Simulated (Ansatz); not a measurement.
`[SiH3][O][Cd][SH]` at its PBE0-D4/def2-TZVP geometry, where that method's forces vanish. Total charge 0; spin multiplicity 1. Cd takes the def2 core potential.

```xyz
8

Si    1.5848    0.2117    0.8599
O     0.7849    0.0901   -0.5460
Cd   -1.0877    0.0332   -1.1287
S    -3.2554    0.0013   -1.9337
H     0.7074    0.7104    1.9645
H     2.1259   -1.1098    1.2911
H     2.7267    1.1578    0.7224
H    -3.5866   -1.0948   -1.2293
```

Problem. What forces (eV/Å) does ωB97M-V/def2-TZVPP give on these atoms in the Gaussian-basis code of Ansatz? (Best estimate.)

Solution. The calculation gave: 
```
Si1  0.165  0.015  0.157
O2  -0.046 -0.005  0.007
Cd3 -0.004  0.003 -0.028
S4  -0.025 -0.078  0.056
H5   0.083 -0.052 -0.123
H6  -0.065  0.151 -0.045
H7  -0.132 -0.110  0.027
H8   0.024  0.076 -0.051
```
